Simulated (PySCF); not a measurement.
A geometry optimisation on [AuCl4]-, `[Cl][Au-]([Cl])([Cl])[Cl]`.

Computed with PBE0-D3(BJ)/def2-SVP geometry optimisation, gas phase, def2 core potentials past Kr (PySCF 2.14.0). Start geometry: GFN2-xTB. The input is one job of a driver script: a line of settings, then coordinates in Å.

Input:
```
{"job": {"xc": "PBE0", "basis": "def2-SVP", "d3": "d3bj", "grid": 1, "maxiter": 30, "kind": "geom"}, "charge": -1, "multiplicity": 1}
Au     0.000190    -0.000200     0.018550
Cl     2.269640    -0.025560    -0.000610
Cl     0.024020     2.268030     0.004640
Cl    -2.267960     0.026890    -0.008280
Cl    -0.025900    -2.269150    -0.014300
```

Output:
```
step   0  E = -1975.53549779  max force = 0.016602
step   1  E = -1975.53850287  max force = 0.001275
step   2  E = -1975.53852538  max force = 0.000718
step   3  E = -1975.53852618  max force = 0.000779
step   4  E = -1975.53853744  max force = 0.000172
optimisation converged
```

Energies in Eh; «max force» is the largest Cartesian gradient component in Eh/bohr.

Q: Give the first gradient maximum in eV/Å.

A: With 1 Eh/bohr = 51.422 eV/Å, 0.854 eV/Å.

Q: How much energy does the optimisation release, in eV?

A: E(step 0) − E(last step) = 0.003040 Eh, which is 0.083 eV.

Summary of the converged run: final energy -1975.53854 Eh after 4 steps.

The run took 32 s wall on an Arm Neoverse V1 with one thread, shared host with 32 logical CPUs at a one-minute load of 22, and the process peaked at 0.40 GiB of memory.
Labels such as C1 count atoms from 1, the log's own numbers from 0.
